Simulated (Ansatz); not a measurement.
Calculated with Ansatz (gas phase, PBE0-D4/def2-TZVP geometries, no zero-point term in ΔE). CCSD(T)/CBS is the MP2 limit (def2-TZVPP, def2-QZVPP) plus CCSD(T) − MP2 in def2-TZVPP, frozen cores. This one scheme is used for every species, atoms too. DFT in def2-TZVPP. HSE06 is defined as in plane-wave codes. No spin–orbit coupling; open shells (•) take unrestricted orbitals. Spin–orbit coupling would lower the free atoms: a little for C, F, Si; clearly for Se. Bonds to Se are less sure, by a few kJ/mol each and by 10 to 20 or more in all where they break to atoms, as the def2 sets lack core-valence functions. Scalar relativity is left out up to krypton. Each species was taken in one conformer, which may not be the lowest.

`C[Si](C)(F)[SeH]` → 2 C• + F• + 7 H• + Se• + Si•  (atomization)

```
             level  ΔE (kcal/mol)  difference from CCSD(T)/CBS
         r2SCAN-D4         1064.4                          0.2
            B97M-V         1063.3                         -0.9
          HSE06-D4         1059.7                         -4.5
           ωB97X-V         1063.6                         -0.6
            B2PLYP         1047.7                        -16.5
               PBE         1064.6                          0.4
              PBE0         1053.6                        -10.6
           r2SCAN0         1050.3                        -13.9
             HSE06         1054.3                         -9.9
       HF/def2-SVP          794.8                       -269.4
  CCSD(T)/def2-SVP          996.7                        -67.5
    MP2/def2-TZVPP         1049.5                        -14.7
SCS-MP2/def2-TZVPP         1044.4                        -19.8
   CCSD/def2-TZVPP         1023.8                        -40.4
SCS-MP2/def2-QZVPP         1062.2                         -2.0
    CCSD/CBS(def2)         1051.1                        -13.1
       CCSD(T)/CBS         1064.2                            0
```

Largest T1 diagnostic among the species: 0.012.

From PBE to PBE0 (25 % exact exchange), in def2-TZVPP and without D4, ΔE moves by −11.0 kcal/mol: exact exchange takes away binding that semilocal exchange gives to molecules. The D4 term adds +10.9 kcal/mol with B3LYP and +5.8 kcal/mol with PBE0; it sums over pairs of atoms, weighted by their polarisabilities, and B3LYP, whose exchange is more repulsive, gets the larger term. In def2-TZVPP, CCSD(T) changes the Hartree–Fock value by +239.3 kcal/mol (the triples alone add +13.1 kcal/mol) and MP2 by +251.9 kcal/mol; breaking electron pairs costs correlation energy, which Hartree–Fock lacks.

B3LYP here is the variant with VWN-RPA as its local correlation; programs differ in this.

For atomizations the MP2-based limit and the directly extrapolated one differ by several kJ/mol either way, and by 10 to 25 for some Ge, Se and Sn compounds, so smaller differences from it don't rank the levels.
